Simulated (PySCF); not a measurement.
# Electron correlation in Se+ (selenium, charge +1)

[Ar] 3d10 4s2 4p3, high-spin 4S determinant. Calculation: PySCF 2.14, in 6-31G* (5s4p3d, 32 functions); the non-relativistic Hamiltonian (point nucleus). Frozen: [Ar] 3d10; 5 electrons correlated.

MP2 pair energies summed by pair of shells (mhartree):

| pair | energy | share (%) |
| --- | --- | --- |
| 4s-4p | -36.96 | 65.8 |
| 4p-4p | -13.21 | 23.5 |
| 4s-4s | -5.96 | 10.6 |

Total MP2 correlation energy: -56.14 mhartree.

Same-spin part -14.62 and opposite-spin part -41.52 mhartree; SCS-MP2 scales them by 1/3 and 6/5 to -54.70 mhartree.

```json
{"level": "CCSD", "correlation energy (mhartree)": "-71.08"}
{"level": "(T)", "correlation energy (mhartree)": "-0.70"}
{"level": "CCSD(T)", "correlation energy (mhartree)": "-71.78"}
```

Diagnostics: T1 = 0.0010, D1 = 0.0025, largest double amplitude 0.059.

Cost of the coupled-cluster step: 0.1 s of wall time on 1 thread of Neoverse-V2 (shared host), for 5 correlated electrons.
